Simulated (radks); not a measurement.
Task: All-electron atom: F4+ in [He] 2s2 2p1. Method: scalar-relativistic Kohn-Sham, LDA (Slater exchange, Perdew-Wang correlation), spin-polarised, spherical densities, finite nucleus; open shells are filled with parallel spins first; Fermi nuclear charge, rms radius 2.8976 fm; computed with a radial shooting solver on a logarithmic mesh with Libxc functionals. Some entries of the table are withheld. Estimate them.

orbital  occ.  eigenvalue (eV)  r(max) (bohr)  <1/r> (bohr^-1)
1s up       1        -773.1163         0.1149            8.599
1s down     1        -771.5493         0.1148            8.612
2s up       1              (1)         0.6980            1.749
2s down     1              (2)         0.7029            1.726
2p up       1        -100.9263         0.5904            1.672
2p down     0         -97.2809         0.5970            1.652

Result: 
(1) 2s up eigenvalue (eV): -117.6133
(2) 2s down eigenvalue (eV): -114.3545
